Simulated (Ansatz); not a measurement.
HFSi, singlet, at a GFN2-xTB geometry; PBE0/6-31G* run with Ansatz (a quantum-chemistry and plane-wave program).

Here is a job for Ansatz.
Ansatz 0.2 input:
```yaml
crystal:
  periodic: [false, false, false]
  atoms:
    - {symbol: Si, position_ang: [-0.24845443, -0.32714290, 0.45770159]}
    - {symbol: H, position_ang: [-0.88585188, -1.16646728, -0.57945722]}
    - {symbol: F, position_ang: [0.48491266, 0.63849643, -0.64759612]}
basis:
  gaussian:
    orbitals: 6-31G*
hamiltonian:
  xc: pbe0
```

What does Ansatz print? Leave out banner, timings and long lists.


```
Functional definition: PBE0
324 factors; integrals over basis functions are off by at most 6.8e-4 eV
mean field evaluation 1: about -10602.4004 eV, gradient 2.9e1 eV
mean field evaluation 2: about -10599.1570 eV, gradient 5.4e1 eV
mean field evaluation 4: about -10603.7560 eV, gradient 4.6e-1 eV
mean field evaluation 8: about -10603.7569 eV, gradient 1.2e-2 eV
mean field -10603.75689755 eV, -389.6808785003 hartree, gradient 4.5e-5 eV, S^2 0.000000; 0 other end points of the search recorded, 0 dependent functions left out
reference -10603.75691586 eV, -389.6808791733 hartree; 12, 12 occupied and 24, 24 virtual orbitals, 324 factors
Total energy: -10603.75691586 eV, -389.6808791733 hartree
```
